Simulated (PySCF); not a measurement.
Compound: C6H8Cl (charge +1).
Atom-mapped SMILES: `[CH3:1][C+:2]1[CH:3]=[C:4]([Cl:5])[CH2:6][CH2:7]1` (hydrogens: H8, H9, H10 on C1; H11 on C3; H12, H13 on C6; H14, H15 on C7)

The geometry is computed with GFN2-xTB (gas phase).

Question: Give the optimised bond lengths and angles.

Answer: 
| bond | length (pm) | order |
| --- | --- | --- |
| C1–C2 | 145.9 | single |
| C2–C3 | 138.5 | single |
| C3=C4 | 138.8 | double |
| C4–Cl5 | 166.1 | single |
| C4–C6 | 148.2 | single |
| C6–C7 | 152.9 | single |
| C2–C7 | 147.9 | single |
| C1–H8, C1–H9, C1–H10 | 109.0 | single |
| C3–H11 | 107.5 | single |
| C6–H12, C6–H13 | 109.3 | single |
| C7–H14, C7–H15 | 109.4 | single |

Bonds in one row agree within 1 pm and their mean is given. Orders are formal, as drawn. A selection of angles:
| angle | degrees |
| --- | --- |
| C2–C1–H8 | 108.7 |
| C2–C1–H9 | 111.6 |
| H8–C1–H9 | 106.2 |
| H8–C1–H10 | 106.9 |
| H9–C1–H10 | 110.8 |
| C1–C2–C3 | 126.0 |
| C1–C2–C7 | 123.8 |
| C3–C2–C7 | 110.2 |
| C2–C3–C4 | 110.0 |
| C2–C3–H11 | 125.2 |
| C4–C3–H11 | 124.8 |
| C3–C4–Cl5 | 125.8 |
| C3–C4–C6 | 110.8 |
| Cl5–C4–C6 | 123.4 |
| C4–C6–C7 | 103.9 |
| C4–C6–H12 | 111.0 |
| C7–C6–H12 | 112.9 |
| H12–C6–H13 | 105.6 |
| C6–C7–H14 | 112.8 |
| C6–C7–H15 | 112.3 |
| C2–C7–C6 | 105.1 |
| C2–C7–H14 | 110.9 |
| C2–C7–H15 | 110.5 |
| H14–C7–H15 | 105.4 |

Torsions: C1–C2–C3–C4 178° (antiperiplanar); C2–C3–C4–Cl5 180° (antiperiplanar); C3–C4–C6–C7 1° (synperiplanar); C4–C6–C7–C2 -1° (synperiplanar); C1–C2–C7–C6 -178° (antiperiplanar). The mirror-image conformer, all signs reversed, is as good.

C2 (carbon bonded to 3 C) is planar (angles 126.0°, 123.8° and 110.2°, sum 360.0°, 0.01 Å off the plane of its three neighbours). C4 (carbon bonded to 2 C and Cl) is planar (angles 125.8°, 123.4° and 110.8°, sum 360.0°, 0.00 Å off the plane of its three neighbours). The C–C distances run from 1.385 Å (C2–C3, drawn single in one of several resonance forms) to 1.529 Å (C6–C7, drawn single), a spread of 0.144 Å. The 7 heavy atoms lie in one plane (0.009 Å rms). The 5-membered ring C2–C3–C4–C6–C7 has internal angles of 103.9° to 110.8°; it is planar, 0.00 Å rms from its mean plane, widest ring torsion 1°. C3 (carbon bonded to 2 C and H) is planar (angles 125.2°, 124.8° and 110.0°, sum 360.0°, 0.00 Å off the plane of its three neighbours).

Not checked by GFN2-xTB frequencies.
